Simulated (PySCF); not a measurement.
**How ionic is MI along group 14?**

r²SCAN in PySCF with def2-TZVPP on every atom (core potentials on I, Pb), for the lowest determinant that a PBE0 search found; no spin–orbit coupling. A negative dipole means M(+)I(−).

| M | state (unpaired electrons) | Re (Å) | μ (D) |
| --- | --- | --- | --- |
| C | doublet (π ↑) | 2.032 | 1.77 |
| Si | doublet (π ↑) | 2.448 | -0.42 |
| Ge | doublet (π ↑) | 2.525 | -1.03 |
| Pb | doublet (π ↑) | 2.804 | -3.06 |

Question: Give the ionic character |μ|/(e·Re) of each, with 1 e·Å = 4.803 D, and the positive end.

Answer: CI 18 % (I positive), SiI 4 % (Si positive), GeI 8 % (Ge positive), PbI 23 % (Pb positive). Lone pairs and polarisation enter μ too, so this number is only a rough measure of charge transfer.

These are scalar-relativistic numbers at best; spin–orbit coupling would shift them, the dissociation energy most. States were picked by a PBE0 search and need not be the measured ground states.
